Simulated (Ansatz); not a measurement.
Start from `CC[NH][AlH2]` and change one atom or group to get `CCN`.

Ansatz, PBE0-D4/def2-TZVP geometries, multiplicity 1. Each molecule was computed in one conformer, which needn't be the lowest.

```tsv
property	`CC[NH][AlH2]`
HOMO energy (ωB97M-V/def2-TZVPP) / eV	-9.23
HOMO–LUMO gap (B3LYP/def2-TZVPP) / eV	5.80
HOMO energy (PBE/def2-TZVPP) / eV	-5.66
size of the dipole moment (B3LYP/def2-TZVPP) / D	1.25
LUMO energy (PBE/def2-TZVPP) / eV	-1.42
size of the dipole moment (ωB97M-V/def2-TZVPP) / D	1.20
```

Question: What does the change do to each property? (Estimate.)

Answer: The calculation gave: 
```tsv
property	`CCN`	shift
HOMO energy (ωB97M-V/def2-TZVPP) / eV	-9.24	-0.01
HOMO–LUMO gap (B3LYP/def2-TZVPP) / eV	7.32	1.52
HOMO energy (PBE/def2-TZVPP) / eV	-5.32	0.34
size of the dipole moment (B3LYP/def2-TZVPP) / D	1.27	0.02
LUMO energy (PBE/def2-TZVPP) / eV	0.28	1.70
size of the dipole moment (ωB97M-V/def2-TZVPP) / D	1.30	0.10
```

With PBE0 the HOMO rises by 0.08 eV and the LUMO rises by 1.77 eV, so the gap widens by about 1.69 eV. PBE moves the HOMO by 0.34 eV and ωB97M-V by -0.01 eV. The zero-point energy changes by -8.9 kJ/mol with -6 modes. Dipoles are sizes alone; their direction can turn.

B3LYP here is the variant with VWN-RPA as its local correlation; programs differ in this.
